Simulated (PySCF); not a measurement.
**Correlation energy of Bi²⁺ (bismuth, charge +2)**

[Xe] 4f14 5d10 6s2 6p1, 2P determinant. Computed with PySCF 2.14 in x2c-TZVPPall (11s7p6d3f, 83 functions), with scalar relativity by spin-free X2C-1e. Frozen: [Kr] 4d10 4f14; 21 electrons correlated.

| level | correlation energy (mhartree) |
| --- | --- |
| CCSD | -435.24 |
| (T) | -7.71 |
| CCSD(T) | -442.95 |

Diagnostics: T1 = 0.0070, D1 = 0.0292, largest double amplitude 0.056.

Is a single reference adequate?

Yes, within this model without spin-orbit coupling: T1 lies below 0.03 and no double amplitude reaches 0.07.

This basis was not built for core-valence correlation, so the inner-shell part is incomplete.
